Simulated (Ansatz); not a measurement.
C2H8S2Si can be A, `CS[SiH](C)S`, or B, `[SiH3]CCSS`.

Gas-phase electronic energies from Ansatz, PBE0-D4/def2-TZVP geometries. CCSD(T)/CBS is the MP2 limit (def2-TZVPP, def2-QZVPP) plus CCSD(T) − MP2 in def2-TZVPP, frozen cores. Functionals use def2-TZVPP. B3LYP here is the variant with VWN-RPA as its local correlation; programs differ in this. One conformer a species, not always the lowest.

(1) Which isomer does CCSD(T)/CBS put lower? Give the gap. (Estimate.)

(2) Give E(B) − E(A) in kcal/mol with PBE0-D4, ωB97M-V, B2PLYP, HF/def2-TZVPP, r2SCAN-D4, B3LYP, B3LYP-D4. (An estimate is asked.)

Largest T1 diagnostic: 0.011.

Results:

(1) The calculation gave: A, by 48.5 kcal/mol.

(2) The calculation gave: PBE0-D4 48.3, ωB97M-V 48.0, B2PLYP 48.3, HF/def2-TZVPP 49.5, r2SCAN-D4 49.3, B3LYP 47.3, B3LYP-D4 47.0. None reverses the order clearly.

From PBE to PBE0 (25 % exact exchange), in def2-TZVPP and without D4, E(B) − E(A) moves by +1.6 kcal/mol.
